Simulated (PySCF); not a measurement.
# Löwdin shares of the frontier orbitals

C5H13As.
Z-matrix (Å and degrees, PBE0-D3(BJ)/def2-SVP geometry), rows numbered from 1:
```
C 
C   1  1.5224
C   2  1.5226  1  111.66
As  2  1.9915  1  110.23  3  -122.55
C   4  1.9663  2   97.57  1   -69.04
C   4  1.9665  2   97.56  1  -166.52
H   1  1.1005  2  112.28  3  -176.86
H   1  1.1027  2  111.14  3    62.39
H   1  1.1030  2  110.78  3   -56.87
H   2  1.1047  1  109.31  3   121.01
H   3  1.1026  2  111.15  1   -62.80
H   3  1.1007  2  112.21  1   176.52
H   3  1.1030  2  110.81  1    56.53
H   5  1.1000  4  109.02  2  -167.40
H   5  1.0994  4  109.96  2    74.56
H   5  1.1010  4  111.67  2   -46.87
H   6  1.0994  4  110.05  2   -76.53
H   6  1.1000  4  108.96  2   165.38
H   6  1.1010  4  111.61  2    44.97
```

Method used: TDDFT CAM-B3LYP/def2-SVPD, vertical, gas phase, core orbitals frozen in the response (PySCF). The CAM-B3LYP/def2-SVPD calculation is non-relativistic and has no spin–orbit coupling, an omission that weighs most on arsenic.

Frontier orbitals with the atoms that hold most of them (Löwdin shares over 4%, at most four atoms; ? is withheld):

```tsv
orbital	ε (eV)	atoms
HOMO-3	-10.95	C2 26%, C1 16%, C3 16%, H10 14%
HOMO-2	-10.08	C6 24%, C5 24%, As4 23%, H17 6%
HOMO-1	-9.39	As4 24%, C2 22%, C5 10%, C6 10%
HOMO	-7.69	?
LUMO	?	?
LUMO+1	1.54	As4 19%, C6 12%, C5 12%, H17 6%
LUMO+2	1.60	As4 18%, C3 11%, C1 10%, C5 6%
```

Q: Which atoms hold the LUMO, and with what shares?

A: C6 (bonded to As and 3 H) 12%; C5 (bonded to As and 3 H) 12%; C1 (bonded to C and 3 H) 7%; C3 (bonded to C and 3 H) 7%.

Q: Give the leading atoms of the HOMO.

A: As4 (bonded to 3 C) 58%; C2 (bonded to As, 2 C and H) 13%; C5 (bonded to As and 3 H) 9%; C6 (bonded to As and 3 H) 9%. By element: arsenic 58%, carbon 31% or more.

Q: What is the LUMO energy, and the HOMO–LUMO gap?

A: ε(LUMO) = 1.37 eV; the gap is 9.06 eV (0.3330 hartree).

Q: The HOMO–LUMO gap is 9.06 eV. Where does the response calculation put the lowest singlet, and from which orbitals?

A: S1 is at 6.35 eV (f = 0.099), 2.72 eV below the gap, made of HOMO→LUMO+1 (88%). Its leading pair isn't HOMO and LUMO; the energies of that pair differ by 9.23 eV. 

Q: Give energy, strength and leading configuration of S1 and S8, and follow the Löwdin shares of the leading atoms from the occupied to the empty orbital.

A: 
- S1 (6.35 eV, f 0.099), HOMO→LUMO+1 (88%): As4 58% → 19%, C2 13% → at most 7%, C6 9% → 12%
- S8 (7.97 eV, f 0.075), HOMO-1→LUMO+1 (74%): As4 24% → 19%, C2 22% → at most 7%, C6 10% → 12%

Löwdin shares depend on the basis, the more so with diffuse functions.

One conformer stands for the species.
